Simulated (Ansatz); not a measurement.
Reaction (formal exchange of groups at a B–Br bond): `NB(N)Br` + `CC` → `CCB(N)N` + HBr

Calculated with Ansatz (gas phase, PBE0-D4/def2-TZVP geometries, no zero-point term in ΔE). CCSD(T)/CBS adds triple-zeta CCSD(T) − MP2 to the extrapolated MP2 energy (def2 sets, frozen cores). This one scheme is used for every species. Functionals use def2-TZVPP. For Br outer-core shells are correlated without core-valence functions, which leaves a few kJ/mol of doubt a bond. Scalar relativity is left out up to krypton. Each species was taken in one conformer, which may not be the lowest.

```
             level  ΔE (kJ/mol)
         revPBE-D4         88.6
        r2SCAN0-D4         95.0
            r2SCAN         95.3
RPA@PBE/def2-TZVPP         85.4
```

Problem. What does CCSD(T)/CBS give? (An estimate is asked.)

Solution. Ansatz gave: +91.0 kJ/mol. The listed levels differ from it by -2.4, 4.0, 4.3, -5.6 kJ/mol.

Largest T1 diagnostic among the species: 0.010.

In def2-TZVPP, CCSD(T) changes the Hartree–Fock value by −12.4 kJ/mol (the triples alone add −0.5 kJ/mol) and MP2 by −6.2 kJ/mol. Leaving LDA and LC-ωPBE aside and taking each functional with its dispersion term where it has one, the values, not all of them listed here, spread over 6.7 kJ/mol, from revPBE-D4 to PBE-QIDH. LDA lies −6.3 kJ/mol from PBE without D4.
